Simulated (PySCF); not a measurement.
Isomers of C4H5FN2, one conformer each. Level of theory: core-valence-separated Tamm–Dancoff BHandHLYP/aug-pcX-1 (pcseg-1 on H) in PySCF, non-relativistic, gas phase, PBE0-D3(BJ)/def2-SVP geometry. BHandHLYP without relativity tends to put these K edges a few eV too low, so spacings mean more than positions.

P. `Cn1cc(F)cn1`
Q. `Cn1ccc(F)n1`

Main lines, eV (oscillator strength):
1. C K: 284.2 (0.054), 284.4 (0.058), 286.0 (0.069), 286.6 (0.014), 286.7 (0.023); N K: 397.8 (0.059), 400.2 (0.042), 402.2 (0.020), 402.5 (0.010), 403.0 (0.012); F K: 686.3 (0.019), 687.2 (0.005), 687.8 (0.017), 688.1 (0.005), 688.3 (0.003)
2. C K: 284.1 (0.038), 284.1 (0.076), 285.9 (0.014), 286.2 (0.078), 286.6 (0.018); N K: 398.2 (0.054), 400.3 (0.042), 402.1 (0.028), 402.5 (0.007); F K: 686.7 (0.016), 687.1 (0.008), 687.9 (0.019), 688.4 (0.003), 688.5 (0.007)
Listed: the first five lines at most of each edge with a tenth or more of its strongest line's intensity; roots within 0.03 eV on the same or equivalent atoms are summed. Only the lowest roots were sought, and the top ones are left out.

Question: Which spectrum belongs to which isomer?

Answer: 1 = P, 2 = Q.
- P: first C line listed at 284.2 eV, hole on the aromatic CH next to a ring nitrogen (1s→π*); first N line listed at 397.8 eV, hole on the pyridine-type nitrogen; first F line listed at 686.3 eV, hole on the aryl fluorine.
- Q: first C line listed at 284.1 eV, hole on the aromatic CH carbon (1s→π*); first N line listed at 398.2 eV, hole on the pyridine-type nitrogen; first F line listed at 686.7 eV, hole on the aryl fluorine.

Question: What are the ground-state energies of the isomers at BHandHLYP/aug-pcX-1 (pcseg-1 on H), relative to the lowest?

Answer: P 27.0, Q 0.0 kJ/mol (electronic energies on these geometries, no dispersion or zero-point terms).
